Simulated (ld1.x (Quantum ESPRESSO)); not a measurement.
P: what ld1.x (Quantum ESPRESSO) 7.5 does with a changed input

Command:

```bash
ld1.x < P.in > P.out
```

Input:

```
&input
   title='P', zed=15., rel=0, dft='PZ', iswitch=3, dx=0.002,
   config='[Ne] 3s2 3p3 3d-2',
   nld=3, rlderiv=2.20, eminld=-3.0, emaxld=5.0, deld=0.02
 /
 &inputp
   pseudotype=2, tm=.true., lloc=0,
   nlcc=.false.,
   file_pseudopw='P.UPF', file_wfcaegen='ae.wfc', file_wfcncgen='nc.wfc', file_beta='beta', file_chi='chi'
 /
3
3P  2  1   3.00   0.00  2.00  2.00  0.0
3D  3  2  -2.00   0.20  1.65  1.65  0.0
3S  1  0   2.00   0.00  1.75  1.75  0.0
 &test
   configts(1)='3s2 3p3'
 /
```

Output:

```
Program LD1 v.7.5

 %%%%%%%%%%%%%%%%%%%%%%%%%%%%%%%%%%%%%%%%%%%%%%%%%%%%%%%%%%%%%%%%%%%%%%%%%%%%%%
     Error in routine do_mesh (1):
     ndmx is too small
 %%%%%%%%%%%%%%%%%%%%%%%%%%%%%%%%%%%%%%%%%%%%%%%%%%%%%%%%%%%%%%%%%%%%%%%%%%%%%%

     stopping ...
```

**Question.** This input was made by a single change from one that runs to its end. What was changed?

**Answer.** The change: mesh step dx=0.002. The program refuses the input: "do_mesh: ndmx is too small".
